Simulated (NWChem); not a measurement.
Everything below was run with NWChem. System: hexafluorosilicate (F6Si (-2)), charge -2, spin multiplicity 1, at a geometry optimised with PBE0/def2-SVP. Level: G0W0@HF/def2-SVPD, RI basis def2-svpd-rifit.

Job file:

```
start mol
memory heap 200 mb stack 700 mb global 1700 mb
charge -2
geometry units angstroms nocenter noautoz
  F      0.000000    -1.722476     0.000000
  Si     0.000000     0.000000     0.000000
  F      1.722490     0.000000     0.000000
  F     -1.722490     0.000000     0.000000
  F      0.000000     0.000000     1.722493
  F      0.000000     1.722476     0.000000
  F      0.000000     0.000000    -1.722493
  symmetry group D2h
end
basis spherical
  * library def2-svpd
end
basis "ri basis" bse spherical
  * library def2-svpd-rifit
end
dft
  xc hfexch
  iterations 100
  direct
  tolerances tight
end
task dft energy
gw
  method cdgw
  states alpha occ 4 vir 2
end
task dft gw
```

Part of the output:

```
             Northwest Computational Chemistry Package (NWChem) 7.3.0
             --------------------------------------------------------

                                NWChem Input Module
                                -------------------

 Scaling coordinates for geometry "geometry" by  1.889725989
 (inverse scale =  0.529177249)

 Turning off AUTOSYM since
 SYMMETRY directive was detected!

                             Geometry "geometry" -> ""
                             -------------------------

 Output coordinates in angstroms (scale by  1.889725989 to convert to a.u.)

  No.       Tag          Charge          X              Y              Z
 ---- ---------------- ---------- -------------- -------------- --------------
    1 F                    9.0000     0.00000000    -1.72247600     0.00000000
    2 Si                  14.0000     0.00000000     0.00000000     0.00000000
    3 F                    9.0000     1.72249000     0.00000000     0.00000000
    4 F                    9.0000    -1.72249000     0.00000000     0.00000000
    5 F                    9.0000     0.00000000     0.00000000     1.72249300
    6 F                    9.0000     0.00000000     1.72247600     0.00000000
    7 F                    9.0000     0.00000000     0.00000000    -1.72249300

 Effective nuclear repulsion energy (a.u.)     480.7357052440

            Nuclear Dipole moment (a.u.)
            ----------------------------
        X                 Y               Z
 ---------------- ---------------- ----------------
     0.0000000000     0.0000000000     0.0000000000

      Symmetry information
      --------------------

 Group name             D2h
 Group number             26
 Group order               8
 No. of unique centers     4

      Symmetry unique atoms

     1    2    3    5


 Summary of "ao basis" -> "" (spherical)
 ------------------------------------------------------------------------------
       Tag                 Description            Shells   Functions and Types
 ---------------- ------------------------------  ------  ---------------------
 *                         def2-svpd                  on all atoms

 new library libraries.bse/

 Summary of "ri basis" -> "" (spherical)
 ------------------------------------------------------------------------------
       Tag                 Description            Shells   Functions and Types
 ---------------- ------------------------------  ------  ---------------------
 *                      def2-svpd-rifit               on all atoms

  xc_inp: hfexch multiplicative factor not found.

                                 NWChem DFT Module
                                 -----------------

 Summary of "ao basis" -> "ao basis" (spherical)
 ------------------------------------------------------------------------------
       Tag                 Description            Shells   Functions and Types
 ---------------- ------------------------------  ------  ---------------------
 F                         def2-svpd                 9       23   4s3p2d
 Si                        def2-svpd                10       24   5s3p2d

 Summary of "ao basis" -> "ao basis" (spherical)
 ------------------------------------------------------------------------------
       Tag                 Description            Shells   Functions and Types
 ---------------- ------------------------------  ------  ---------------------
 F                         def2-svpd                 9       23   4s3p2d
 Si                        def2-svpd                10       24   5s3p2d

      Symmetry analysis of basis
      --------------------------

        ag         42
        au          6
        b1g        14
        b1u        24
        b2g        14
        b2u        24
        b3g        14
        b3u        24

            General Information
            -------------------
          SCF calculation type: DFT
          Wavefunction type:  closed shell.
          No. of atoms     :     7
          No. of electrons :    70
           Alpha electrons :    35
            Beta electrons :    35
          Charge           :    -2
          Spin multiplicity:     1
          Use of symmetry is: on ; symmetry adaption is: on
          Maximum number of iterations: 100
          This is a Direct SCF calculation.
          AO basis - number of functions:   162
                     number of shells:    64
          Convergence on energy requested:  1.00D-06
          Convergence on density requested:  1.00D-05
          Convergence on gradient requested:  5.00D-04

              XC Information
              --------------
                     Hartree-Fock (Exact) Exchange  1.000

          Convergence Information
          -----------------------
          Convergence aids based upon iterative change in
          total energy or number of iterations.
          Levelshifting, if invoked, occurs when the
          HOMO/LUMO gap drops below (HL_TOL):  1.00D-02
          DIIS, if invoked, will attempt to extrapolate
          using up to (NFOCK): 10 stored Fock matrices.

                    Damping( 0%)  Levelshifting(0.5)       DIIS
                  --------------- ------------------- ---------------
          dE  on:    start            ASAP                start
          dE off:    2 iters        100 iters           100 iters

      Screening Tolerance Information
      -------------------------------
          Density screening/tol_rho:  1.00D-10
          AO Gaussian exp screening on grid/accAOfunc:  14
          CD Gaussian exp screening on grid/accCDfunc:  20
          XC Gaussian exp screening on grid/accXCfunc:  20
[...]
     6 b2u         7 b3g         8 b3u

  Orbital symmetries:

     1 ag          2 ag          3 b2u         4 b3u         5 b1u
     6 ag          7 ag          8 ag          9 b2u        10 b3u
    11 b1u        12 ag         13 b2u        14 b3u        15 b1u
    16 ag         17 ag         18 ag         19 b1u        20 b3u
    21 b2u        22 b1g        23 b3g        24 b2g        25 ag
    26 ag         27 b2u        28 b3u        29 b1u        30 b2u
    31 b3u        32 b1u        33 b2g        34 b3g        35 b1g
    36 ag         37 b1u        38 b3u        39 b2u        40 ag
    41 ag         42 b2g        43 b3g        44 b1g        45 b1u

   convergence    iter        energy       DeltaE   RMS-Dens  Diis-err    time
 ---------------- ----- ----------------- --------- --------- ---------  ------
 d= 0,ls=0.0,diis     1   -885.1251778246 -1.37D+03  2.84D-02  1.98D+00     2.7
 d= 0,ls=0.0,diis     2   -885.2889054258 -1.64D-01  2.72D-03  1.60D-01     3.9
 d= 0,ls=0.0,diis     3   -885.3016436081 -1.27D-02  6.94D-04  2.08D-03     5.1
 d= 0,ls=0.0,diis     4   -885.3019269167 -2.83D-04  1.96D-04  3.94D-04     6.4
 d= 0,ls=0.0,diis     5   -885.3019686462 -4.17D-05  5.02D-05  2.14D-05     7.6
 d= 0,ls=0.0,diis     6   -885.3019725424 -3.90D-06  2.72D-05  6.00D-07     8.7
 d= 0,ls=0.0,diis     7   -885.3019727162 -1.74D-07  1.34D-06  9.95D-09     9.9

         Total DFT energy =     -885.301972716171
      One electron energy =    -2226.654592091574
           Coulomb energy =      942.115796049769
    Exchange-Corr. energy =      -81.498881918411
 Nuclear repulsion energy =      480.735705244045

 Numeric. integr. density =        0.000000000000

     Total iterative time =      9.1s

                  Occupations of the irreducible representations
                  ----------------------------------------------

                     irrep           alpha         beta
                     --------     --------     --------
                     ag               11.0         11.0
                     au                0.0          0.0
                     b1g               2.0          2.0
                     b1u               6.0          6.0
                     b2g               2.0          2.0
                     b2u               6.0          6.0
                     b3g               2.0          2.0
                     b3u               6.0          6.0

                       DFT Final Molecular Orbital Analysis
                       ------------------------------------

 Vector   33  Occ=2.000000D+00  E=-1.848921D-01  Symmetry=b1g
              MO Center= -1.4D-16,  1.5D-15, -5.0D-17, r^2= 3.5D+00
   Bfn.  Coefficient  Atom+Function         Bfn.  Coefficient  Atom+Function
  ----- ------------  ---------------      ----- ------------  ---------------
     5      0.340494  1 F  px                53      0.340505  3 F  py
    76     -0.340505  4 F  py               121     -0.340494  6 F  px
     8     -0.245853  1 F  px                56     -0.245861  3 F  py
    79      0.245861  4 F  py               124      0.245853  6 F  px
    11     -0.085121  1 F  px                59     -0.085123  3 F  py

 Vector   34  Occ=2.000000D+00  E=-1.848919D-01  Symmetry=b3g
              MO Center= -5.5D-17,  6.5D-15, -2.3D-14, r^2= 3.5D+00
   Bfn.  Coefficient  Atom+Function         Bfn.  Coefficient  Atom+Function
  ----- ------------  ---------------      ----- ------------  ---------------
     7      0.340493  1 F  pz                99      0.340506  5 F  py
   123     -0.340493  6 F  pz               145     -0.340506  7 F  py
    10     -0.245852  1 F  pz               102     -0.245861  5 F  py
   126      0.245852  6 F  pz               148      0.245861  7 F  py
    13     -0.085121  1 F  pz               105     -0.085123  5 F  py

 Vector   35  Occ=2.000000D+00  E=-1.848911D-01  Symmetry=b2g
              MO Center= -7.8D-15, -1.8D-24,  1.7D-15, r^2= 3.5D+00
   Bfn.  Coefficient  Atom+Function         Bfn.  Coefficient  Atom+Function
  ----- ------------  ---------------      ----- ------------  ---------------
    54      0.340498  3 F  pz                77     -0.340498  4 F  pz
    98     -0.340500  5 F  px               144      0.340500  7 F  px
    57     -0.245855  3 F  pz                80      0.245855  4 F  pz
   101      0.245857  5 F  px               147     -0.245857  7 F  px
    60     -0.085121  3 F  pz                83      0.085121  4 F  pz

 Vector   36  Occ=0.000000D+00  E= 3.757673D-01  Symmetry=ag
              MO Center=  8.5D-14,  6.9D-13,  1.0D-13, r^2= 1.5D+01
   Bfn.  Coefficient  Atom+Function         Bfn.  Coefficient  Atom+Function
  ----- ------------  ---------------      ----- ------------  ---------------
    27      9.766160  2 Si s                 28      4.257844  2 Si s
     4     -2.644285  1 F  s                 51     -2.644267  3 F  s
    74     -2.644267  4 F  s                 97     -2.644263  5 F  s
   120     -2.644285  6 F  s                143     -2.644263  7 F  s
    12     -0.847577  1 F  py                58      0.847580  3 F  px

 Vector   37  Occ=0.000000D+00  E= 4.309104D-01  Symmetry=b2u
              MO Center=  3.0D-13, -5.8D-12,  3.1D-13, r^2= 1.5D+01
   Bfn.  Coefficient  Atom+Function         Bfn.  Coefficient  Atom+Function
  ----- ------------  ---------------      ----- ------------  ---------------
     4      3.399773  1 F  s                120     -3.399773  6 F  s
    36      2.881755  2 Si py                12      2.278064  1 F  py
   128      2.278064  6 F  py                59      0.388971  3 F  py
    82      0.388971  4 F  py               105      0.388970  5 F  py
   151      0.388970  7 F  py                 3     -0.268502  1 F  s

 Vector   38  Occ=0.000000D+00  E= 4.309110D-01  Symmetry=b3u
              MO Center= -4.6D-14, -3.9D-16,  1.9D-17, r^2= 1.5D+01
   Bfn.  Coefficient  Atom+Function         Bfn.  Coefficient  Atom+Function
  ----- ------------  ---------------      ----- ------------  ---------------
    51      3.399707  3 F  s                 74     -3.399707  4 F  s
    35     -2.881704  2 Si px                58     -2.278046  3 F  px
    81     -2.278046  4 F  px                11     -0.388980  1 F  px
   104     -0.388971  5 F  px               127     -0.388980  6 F  px
   150     -0.388971  7 F  px                50     -0.268505  3 F  s

 center of mass
 --------------
 x =   0.00000000 y =   0.00000000 z =   0.00000000

 moments of inertia (a.u.)
 ------------------
         805.165828885254           0.000000000000           0.000000000000
           0.000000000000         805.172373101930           0.000000000000
           0.000000000000           0.000000000000         805.164426546190

     Multipole analysis of the density
     ---------------------------------

     L   x y z        total         alpha         beta         nuclear
     -   - - -        -----         -----         ----         -------
     0   0 0 0     -2.000000    -35.000000    -35.000000     68.000000

     1   1 0 0     -0.000000     -0.000000     -0.000000      0.000000
     1   0 1 0     -0.000000     -0.000000     -0.000000      0.000000
     1   0 0 1      0.000000      0.000000      0.000000      0.000000

     2   2 0 0    -44.403114   -117.558781   -117.558781    190.714448
     2   1 1 0      0.000000      0.000000      0.000000      0.000000
     2   1 0 1     -0.000000     -0.000000     -0.000000      0.000000
     2   0 2 0    -44.402740   -117.557044   -117.557044    190.711348
     2   0 1 1     -0.000000     -0.000000     -0.000000      0.000000
     2   0 0 2    -44.403194   -117.559153   -117.559153    190.715112

 Task  times  cpu:       10.0s     wall:       10.0s

                                NWChem Input Module
                                -------------------

                                 NWChem GW Module
                                 ----------------

                             ***********************
                             ***        GW       ***
                             ***********************

 Summary of "ri basis" -> "ri basis" (spherical)
 ------------------------------------------------------------------------------
       Tag                 Description            Shells   Functions and Types
 ---------------- ------------------------------  ------  ---------------------
 F                      def2-svpd-rifit             20       64   7s6p5d2f
 Si                     def2-svpd-rifit             24       78   9s6p6d3f

                 Memory Information
                 ------------------
          Available GA per process is          1699.8 MBs
          Available stack per process is        700.0 MBs
          Available heap per process is         199.9 MBs

          Peak memory in Initialization
              Peak GA per process is                 22.8 MBs
              Peak stack per process is               0.2 MBs
              Peak heap per process is               23.4 MBs
              Memory not in MA per process            0.0 MBs

          Peak memory in CDGW Calculation
              Peak GA per process is                 26.3 MBs
              Peak stack per process is               3.3 MBs
              Peak heap per process is                3.7 MBs
              Memory not in MA per process            0.0 MBs

          Computing 2-center integrals
          Computing Inverse Cholesky factor
          Computing 3-center integrals
          Computing Vxc
          Computing Sigma_x
          Computing W(iw) on the imaginary grid
          Solving quasiparticle equations

                  Alpha Orbitals
          State     Energy (eV)     Error (eV)
          -----------------------------------
@GW        32         -3.558           0.005
@GW        33         -2.712           0.005
@GW        34         -2.712           0.005
@GW        35         -2.709           0.002
@GW        36         10.015           0.004
@GW        37         11.534           0.004

     GW Timing Statistics
   ------------------------
   Init.   :          0.0s
     ERIs  :          2.1s
     Distr.:          0.1s
     Vxc   :          1.1s
   Vmo     :          0.0s
   iW      :          6.2s
   I_n     :          0.0s
   R_n     :          0.0s
   GW total:          9.5s

 Task  times  cpu:        9.5s     wall:        9.5s

 Total times  cpu:       19.5s     wall:       19.5s
```
